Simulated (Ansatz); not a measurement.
`C=C1C=C1C` + `[SH][GeH3]` → `C[S][GeH3]` + `C=C1C=C1` at 400 K and 1 bar (substitution at a C–C bond).

Computed with Ansatz on PBE0-D4/def2-TZVP structures; ΔE is electronic, products minus reactants. CBS: MP2 limit from def2 TZ/QZ plus the TZ coupled-cluster correction, frozen cores. For Ge outer-core shells are correlated without core-valence functions, which leaves a few kJ/mol of doubt a bond. Scalar relativity is left out up to krypton.

| species | CCSD(T)/CBS energy (Eh) | H − E (kJ/mol) | S (J/(mol·K)) |
| --- | --- | --- | --- |
| `C=C1C=C1C` | -193.75657 | 262.1 | 335.9 |
| `[SH][GeH3]` | -2476.30083 | 106.6 | 308.1 |
| `C[S][GeH3]` | -2515.55711 | 191.1 | 352.8 |
| `C=C1C=C1` | -154.48542 | 181.0 | 285.4 |

H − E and S are ideal-gas, rigid-rotor, harmonic terms from PBE0-D4/def2-TZVP. 1 Eh = 2625.50 kJ/mol, R = 8.31446 J/(mol·K).

Q: By hand: ΔE, ΔH, ΔS and ΔG.

A: ΔE = (-2515.55711) + (-154.48542) − (-193.75657) − (-2476.30083) = 0.01487 Eh = 39.0 kJ/mol. Δ(H − E) = 191.1 + 181.0 − 262.1 − 106.6 = 3.4, so ΔH = 42.4 kJ/mol. ΔS = 352.8 + 285.4 − 335.9 − 308.1 = -5.8 J/(mol·K). ΔG = 42.4 − 400 × (-5.8)/1000 = 44.7 kJ/mol.

Q: By hand: the equilibrium constant, and the temperature at which ΔG would vanish if ΔH and ΔS stayed fixed.

A: log₁₀ K = −ΔG/(RT ln 10) = -5.8. ΔH and −TΔS have one sign here, so there is no such temperature. One of them is within its doubt of zero, so this could turn.

The number of gas molecules stays the same, so ΔS is small and ΔH decides. A doubt of 5 kJ/mol in ΔE shifts log₁₀ K by 0.7 here. These are equilibria of isolated gas molecules and say nothing of rates. Largest T1 diagnostic: 0.013 (customary marks: 0.02 for closed shells, 0.045 for open ones).
